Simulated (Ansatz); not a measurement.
Reaction (formal exchange of groups at a Ge–O bond): `[OH][GeH]([F])[GeH3]` + `N=C=C(O)F` → `[F][GeH]([F])[GeH3]` + `N=C=C(O)O`

Gas-phase electronic energies from Ansatz, PBE0-D4/def2-TZVP geometries. CCSD(T)/CBS is the MP2 limit (def2-TZVPP, def2-QZVPP) plus CCSD(T) − MP2 in def2-TZVPP, frozen cores. DFT in def2-TZVPP. B3LYP here is the variant with VWN-RPA as its local correlation; programs differ in this. HSE06 is defined as in plane-wave codes. For Ge outer-core shells are correlated without core-valence functions, which leaves a few kJ/mol of doubt a bond. Scalar relativity is left out up to krypton. Each species was taken in one conformer, which may not be the lowest.

`[OH][GeH]([F])[GeH3]`:

```xyz
9

O    -1.682    0.801   -0.783
Ge   -0.634   -0.551   -0.333
F    -0.106   -1.292   -1.825
Ge    1.295    0.400    0.774
H    -2.499    0.525   -1.207
H    -1.451   -1.661    0.360
H     2.303   -0.719    1.065
H     0.850    1.044    2.093
H     1.923    1.453   -0.144
```

`N=C=C(O)F`:

```xyz
7

N     0.974   -1.280   -1.066
C     0.474   -0.427   -0.344
C    -0.119    0.547    0.299
O    -1.373    0.486    0.774
F     0.564    1.653    0.636
H     1.427   -2.043   -0.557
H    -1.947    1.065    0.257
```

`[F][GeH]([F])[GeH3]`:

```xyz
8

F     0.103    1.497    1.801
Ge    0.637    0.933    0.250
F     2.250    0.368    0.543
Ge   -0.734   -0.961   -0.390
H     0.773    2.181   -0.638
H    -2.180   -0.482   -0.561
H    -0.206   -1.518   -1.718
H    -0.642   -2.019    0.713
```

`N=C=C(O)O`:

```xyz
8

N     0.041    1.362   -1.560
C     0.135    0.576   -0.617
C     0.043   -0.242    0.404
O     0.507    0.097    1.629
O    -0.381   -1.540    0.313
H     0.908    1.457   -2.097
H    -0.176   -0.111    2.278
H    -1.077   -1.600   -0.349
```

| level | ΔE (kJ/mol) | difference from CCSD(T)/CBS |
| --- | --- | --- |
| LDA (SPW92) | -37.2 | 1.5 |
| PBE-D4 | -38.6 | 0.1 |
| revPBE-D4 | -39.6 | -0.9 |
| BLYP-D4 | -38.6 | 0.1 |
| r2SCAN-D4 | -39.7 | -1.0 |
| PBE0-D4 | -39.2 | -0.5 |
| B3LYP-D4 | -38.9 | -0.2 |
| r2SCANh-D4 | -39.8 | -1.1 |
| r2SCAN0-D4 | -39.8 | -1.1 |
| HSE06-D4 | -39.1 | -0.4 |
| BHLYP-D4 | -39.5 | -0.8 |
| ωB97X-V | -38.5 | 0.2 |
| B2PLYP | -39.3 | -0.6 |
| revPBE | -39.1 | -0.4 |
| BLYP | -38.9 | -0.2 |
| r2SCAN | -39.8 | -1.1 |
| PBE0 | -39.4 | -0.7 |
| B3LYP | -39.3 | -0.6 |
| r2SCANh | -39.8 | -1.1 |
| r2SCAN0 | -39.9 | -1.2 |
| HSE06 | -39.3 | -0.6 |
| BHLYP | -40.2 | -1.5 |
| CAM-B3LYP | -38.7 | 0.0 |
| LC-ωPBE | -38.8 | -0.1 |
| RPA@PBE/def2-TZVPP | -35.8 | 2.9 |
| HF/def2-SVP | -43.3 | -4.6 |
| MP2/def2-SVP | -42.8 | -4.1 |
| CCSD/def2-SVP | -41.2 | -2.5 |
| CCSD(T)/def2-SVP | -41.0 | -2.3 |
| HF/def2-TZVPP | -40.8 | -2.1 |
| MP2/def2-TZVPP | -39.5 | -0.8 |
| SCS-MP2/def2-TZVPP | -39.1 | -0.4 |
| CCSD/def2-TZVPP | -37.4 | 1.3 |
| CCSD(T)/def2-TZVPP | -37.3 | 1.4 |
| HF/def2-QZVPP | -42.8 | -4.1 |
| MP2/def2-QZVPP | -41.0 | -2.3 |
| SCS-MP2/def2-QZVPP | -40.8 | -2.1 |
| HF/CBS(def2) | -43.1 | -4.4 |
| MP2/CBS(def2) | -40.9 | -2.2 |
| CCSD/CBS(def2) | -38.8 | -0.1 |
| CCSD(T)/CBS | -38.7 | 0 |

**Question.** What do rigid-rotor, harmonic-oscillator terms from PBE0-D4/def2-TZVP frequencies (298.15 K, 1 bar) make of the CCSD(T)/CBS value? (Best estimate.)

**Answer.** Ansatz gave: ΔZPE = +2.0 kJ/mol, ΔH = -36.8 kJ/mol, ΔS = 0 J/(mol·K), ΔG = -36.7 kJ/mol.

Largest T1 diagnostic among the species: 0.014.

Leaving LDA and LC-ωPBE aside and taking each functional with its dispersion term where it has one, the values, not all of them listed here, spread over 2.0 kJ/mol, from B97M-V to ωB97M-V.
